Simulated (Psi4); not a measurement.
Psi4 input (wB97X-D/6-311+G**):

```
memory 1500 MB

molecule {
1 1
C     0.00751336    1.37087273    0.17539980
C    -1.14438497    0.35348504    0.23860383
S    -0.00513306   -1.04373398   -0.26528146
C     1.14640594    0.33962309    0.24881721
H     0.00839729    2.10697436    0.97620320
H     0.01493500    1.89327114   -0.78020484
H    -1.99362645    0.46471405   -0.42827414
H    -1.47835350    0.10685418    1.24474232
H     2.00284367    0.44053075   -0.41045608
H     1.46838097    0.08902300    1.25788018
H     0.00234600   -0.78550894   -1.59231227
symmetry c1
no_reorient
no_com
}

set {
  basis 6-311+G**
  reference rks
  scf_type df
  df_basis_scf def2-universal-jkfit
  dft_radial_points 99
  dft_spherical_points 590
  e_convergence 1e-8
  d_convergence 1e-7
  maxiter 150
}

e = energy('wb97x-d')
print_out(f'\nFINAL {e:.10f} DIPOLE {variable("CURRENT DIPOLE")[0]:.6f} {variable("CURRENT DIPOLE")[1]:.6f} {variable("CURRENT DIPOLE")[2]:.6f}\n')
```

From the output:

```
    One-Electron Energy =               -1044.6555765722530396
    Two-Electron Energy =                 385.2021752941076898
    DFT Exchange-Correlation Energy =     -31.4156135661763152
    Empirical Dispersion Energy =          -0.0041297960841014
    VV10 Nonlocal Energy =                  0.0000000000000000
    Total Energy =                       -516.4232083189939431

Computation Completed

Properties will be evaluated at   0.000000,   0.000000,   0.000000 [a0]

Properties computed using the SCF density matrix

 Multipole Moments:

 ------------------------------------------------------------------------------------
     Multipole            Electronic (a.u.)      Nuclear  (a.u.)        Total (a.u.)
 ------------------------------------------------------------------------------------

 L = 1.  Multiply by 2.5417464519 to convert [e a0] to [Debye]
 Dipole X            :          0.0016769           -0.0000000            0.0016769
 Dipole Y            :          0.0495384            0.0000000            0.0495385
 Dipole Z            :         -0.3088734            0.0000001           -0.3088733
 Magnitude           :                                                    0.3128252

 ------------------------------------------------------------------------------------

FINAL -516.4232083190 DIPOLE 0.001677 0.049538 -0.308873

*** Psi4 exiting successfully. Buy a developer a beer!
```

The dipole moment of an ion depends on the origin.

The geometry given is a B3LYP-D3(BJ)/def2-TZVP minimum.
